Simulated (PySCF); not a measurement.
Vertical excitations of a molecule C3H8GeSi from TDA-PBE/def2-SVPD run with PySCF 2.14.0, as energy in eV (oscillator strength): 5.57 (0.001), 5.81 (0.041), 5.88 (0.006), 5.91 (0.042), 5.95 (0.005), 6.08 (0.010), 6.26 (0.009), 6.34 (0.006), 6.44 (0.002), 6.63 (0.015). Lowest triplet (TDA): 5.01 eV. Geometry optimised at r2SCAN-D4/def2-SVP. The values are those of a single conformer.

Q: Identify the compound among the candidates.
A) C=[C]1C[SiH2][GeH2]1
B) C1=[CH][GeH2][CH2][SiH2]1
C) C#C[CH2][GeH2][SiH3]
D) C=[C]1[SiH2][CH2][GeH2]1

A: C, C#C[CH2][GeH2][SiH3]
